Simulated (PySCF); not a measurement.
An unknown is described by computed data only.

Formula: C2H8OSi.

- Polarisability: 60.3 au [CAM-B3LYP/def2-SVPD]
- Dipole: 1.57 D [CAM-B3LYP/def2-SVPD]
- UV, first state: lowest singlet excitation: 7.13 eV (174 nm, f = 0.023) [TDDFT CAM-B3LYP/def2-SVPD]
- XPS: Si2p3/2 106.7, C1s 291.7, C1s 292.2, O1s 538.5, Si1s 1846.4 eV [ΔSCF SCAN, pcX-2 on the ionised atom, pcseg-1 elsewhere, spin-free X2C, 2p3/2 from a spin–orbit splitting computed afterwards within the 2p shell]
- 13C NMR: chemical shifts (computed TMS as zero) by class: 66.5 (1 C), 63.7 (1 C) ppm [GIAO B3LYP/pcSseg-2]
- Rotational structure: rotational constants A, B, C: 23.156, 2.503, 2.391 GHz [PBE0-D3(BJ)/def2-SVP]

The electronic properties come from PySCF, for the isolated species, density fitting. Levels stand in brackets. Geometry: PBE0-D3(BJ)/def2-SVP, one conformer, isolated molecule. NMR classes are plain means over equivalent atoms (diastereotopic ones count apart unless rotation or inversion swaps them), as if these changed places fast.

Problem. What is the compound? Reason from the data.

Solution. Numbering: `[CH3:1][O:2][CH2:3][SiH3:4]`. Its formula, C2H8OSi, gives 0 degrees of unsaturation, so no ring and no π bond. 2 carbons fall into 2 classes; from least to most shielded: methoxy carbon [C1] (66.5 ppm), sp3 carbon bound to oxygen [C3] (63.7 ppm). The core levels belong to: Si2p3/2 106.7 eV, SiH3 silicon [Si4]; C1s 291.7 eV, sp3 carbon bound to oxygen [C3]; C1s 292.2 eV, methoxy carbon [C1]; O1s 538.5 eV, ether oxygen [O2]; Si1s 1846.4 eV, SiH3 silicon [Si4]. The optimised geometry has point group Cs and is an asymmetric top. Structure: `COC[SiH3]`. Computed isomers that give other values at the same levels: `CCO[SiH3]` (core binding energies: Si2p3/2 107.4, C1s 290.7, C1s 292.4, O1s 538.0, Si1s 1847.3 eV); `CO[SiH2]C` (13C chemical shifts (computed TMS as zero) by class: 55.6 (1 C), -3.6 (1 C) ppm); `C[SiH](C)O` (13C chemical shifts (computed TMS as zero) by class: 0.5 (2 C) ppm). The assignments are read from this structure; whether some other isomer fits the data as well wasn't checked.

Shape of the structure used: `[CH3:1][O:2][CH2:3][SiH3:4]`: C1–O2–C3–Si4 179°.
